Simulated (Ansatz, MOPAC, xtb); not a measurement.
The molecule OsF, multiplicity 4 (lowest of 2S+1 = 2, 4, 6 at CCSD(T)/def2-TZVPP on PBE0 minima; our sources give no spin for the ground state, which may be another). No spin–orbit coupling. The T1 diagnostic near the minimum is 0.052, so single-reference values are doubtful.

Seven points along R, fitted to fifth degree in 1/R; most abundant isotopes. In def2 and cc sets the state is the lowest found near the PBE0 minimum, followed along R.

Run with Ansatz (Gaussian basis) for Hartree–Fock, density functionals and correlated methods; MOPAC for PM6 (differences of heats of formation); xtb for the GFN methods. Values without a source in brackets are computed. In def2 rows elements past Kr take small-core potentials, without spin–orbit coupling. The GFN methods have no spin term and hold the electronic entropy of 300 K.

```csv
level,r_e (Å),ω_e (cm⁻¹),α_e (cm⁻¹),ω_e x_e (cm⁻¹),dipole (D)
PM6,1.885,538,0.0011,2.2,-
GFN1-xTB,1.855,495,0.0019,1.4,-
SVWN5/def2-TZVPP,1.784,756,0.0019,3.8,1.93
PBE/def2-TZVPP,1.816,698,0.0020,3.7,2.21
r2SCAN/def2-TZVPP,1.809,715,0.0019,3.6,2.43
B97M-V/def2-TZVPP,1.819,691,0.0020,3.8,2.60
B3LYP/def2-TZVPP,1.820,693,0.0020,3.9,2.63
PBE0/def2-TZVPP,1.808,708,0.0020,3.8,2.73
```

The state that PM6 reach isn't checked.

Ansatz is a quantum-chemistry and plane-wave program.
